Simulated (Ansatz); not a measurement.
Problem. Name a neutral molecule of C, Cl, O, S, Sn and H with HOMO energy (ωB97M-V/def2-TZVPP) between -10.10 and -9.80 eV and HOMO–LUMO gap (ωB97M-V/def2-TZVPP) between 10.40 and 10.70 eV (Ansatz, PBE0-D4/def2-TZVP geometry).

Solution. `C[O][Sn]([CH3])([SH])[Cl]` (-9.96 eV, 10.68 eV). Other molecules can fit too; these were computed, each in one conformer that needn't be the lowest.
